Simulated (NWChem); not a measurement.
Species: CH2ClFO2Si; SMILES O=C(O)[Si@H](F)Cl

```xyz
8

O      0.2822    -1.7978    -1.2944
C      0.0984    -1.4025    -0.1664
O      0.3873    -2.1307     0.9394
Si    -0.6105     0.3221     0.2854
F     -1.4074     0.8420    -1.0026
Cl     0.9688     1.5817     0.6680
H      0.7672    -2.9821     0.6364
H     -1.5139     0.3030     1.4506
```
Atoms are numbered in this order, from 1.

Program: NWChem. All runs use the structure optimised with B3LYP/6-31G* (spherical d). Level: B3LYP/def2-SVP with SMD (1 M gas to 1 M solution), gas-phase geometry. Reactions with the solvent are ignored.

For solvent toluene:

```yaml
cavity-dispersion-structure term (kcal/mol): -1.7
dipole in solution (D): 2.71
```

Task: What are these values for solvent water?

Result: 
- cavity-dispersion-structure term (kcal/mol) = 4.6
- dipole in solution (D) = 3.23
